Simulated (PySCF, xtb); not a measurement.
MoOCl₂, SMILES [O]=[Mo]([Cl])[Cl] (connectivity only; charge and spin as stated), neutral, multiplicity 3.

Harmonic wavenumbers (cm⁻¹) from GFN2-xTB (xtb 6.7.1) at its own minimum, in rising order: 62, 110, 152, 319, 351, 967.

**Question.** What does PBE-D3(BJ)/def2-SVP (PySCF) give at its own minimum? (Estimate from the structure and the level; the computed values follow.)

**Answer.** 97, 105, 176, 376, 424, 1031. Paired by order, the mean absolute difference is 43 cm⁻¹ and the zero-point energies are 2.8 and 3.2 kcal/mol.
